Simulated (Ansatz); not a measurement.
The cluster PAu4⁻, relaxed as a singlet with RKS B3LYP-D4/def2-SVPD in Ansatz, starting from the GFN2-xTB geometry. Force threshold 0.02 eV/Å.

In the def2 sets Au takes a core potential; there is no spin–orbit coupling. The relaxation made no stability test and no search for a lower SCF solution. No other spin state of charge -1 was run. The structure comes from a short search, and lower isomers may exist.

Start:

```xyz
5

P    -0.9033   -0.5542   -2.3011
Au    1.2780    0.7800    3.2603
Au    1.2549   -0.2503   -1.5772
Au   -1.9956   -0.2052   -0.3115
Au    0.3660    0.2297    0.9294
```

Q: Estimate the energy that the relaxation releases and the steps that it takes.

A: 30.3 kcal/mol, in 16 steps; 65 s on 4 threads of Arm Neoverse V2 on a shared host. No frequencies were taken in this run, so the end may be a saddle point.

Q: Does the start keep its bonding and symmetry?

A: Bonds lost: Au3–Au5, Au4–Au5 (atoms count from 1). Bonds formed: P1–Au5 (atoms count from 1). The end is the same structure that another start reached. Point group C2v at the start, Cs at the end, both within 0.05 Å.

Q: Predict the relaxed structure.

A: 
Cartesian coordinates in Å:
```
P -0.502 0.458 -1.306
Au 1.293 1.148 3.282
Au 1.001 -1.162 -2.026
Au -2.135 -1.119 -0.806
Au 0.343 0.675 0.857
```
Bond lengths (bridged metal pairs left out): 3 × Au–P 2.32 to 2.33 Å; 1 × Au–Au 2.65 Å.
